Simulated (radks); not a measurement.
Spherical quantum dot in the effective-mass picture: electrons in a hard-walled sphere of radius 1.65, all in effective atomic units (hartree* = m*/eps^2 hartree, bohr* = eps/m* bohr), one dielectric constant everywhere. Method: non-relativistic Kohn-Sham, exchange-only LDA, spin-polarised, spherical densities; computed with a radial shooting solver with Libxc functionals. Levels are named by radial order and angular momentum (1s, 1p, 1d, 2s, ...), and open shells are averaged over m.

N = 22, configuration 1s2 1p6 1d10 2s(up 1, down 0) 1f(up 3, down 0). This is the lowest configuration that the search found. Occupied and some empty levels:

| level | occupation | eigenvalue (hartree*) | <r> (bohr*) |
|---|---|---|---|
| 1s up | 1 | 19.868 | 1.001 |
| 1s down | 1 | 20.012 | 1.005 |
| 1p up | 3 | 21.115 | 1.084 |
| 1p down | 3 | 21.246 | 1.084 |
| 1d up | 5 | 23.028 | 1.141 |
| 1d down | 5 | 23.158 | 1.141 |
| 2s up | 1 | 25.512 | 0.7631 |
| 1f up | 3 | 25.521 | 1.185 |
| 1f down | 0 | 25.652 | 1.184 |
| 2s down | 0 | 25.785 | 0.7688 |
| 1g up | 0 | 28.546 | 1.219 |
| 1g down | 0 | 28.680 | 1.219 |
| 2p up | 0 | 28.985 | 0.8694 |
| 2p down | 0 | 29.169 | 0.8736 |
| 2d up | 0 | 32.974 | 0.9423 |
| 2d down | 0 | 33.115 | 0.9445 |

Energy (hartree*): total 307.116, kinetic 127.07, external 0, Hartree 199.25, exchange-correlation -19.207.

Electron density:

| r (bohr*) | n(r) (e/bohr*^3) |
|---|---|
| 0.0863 | 1.292 |
| 0.169 | 1.245 |
| 0.251 | 1.180 |
| 0.333 | 1.115 |
| 0.415 | 1.071 |
| 0.497 | 1.070 |
| 0.580 | 1.130 |
| 0.662 | 1.259 |
| 0.744 | 1.456 |
| 0.826 | 1.698 |
| 0.908 | 1.948 |
| 0.991 | 2.148 |
| 1.07 | 2.236 |
| 1.16 | 2.159 |
| 1.24 | 1.891 |
| 1.32 | 1.452 |
| 1.40 | 0.9331 |
| 1.48 | 0.4489 |
| 1.57 | 0.1160 |
| 1.65 | 0.0003072 |
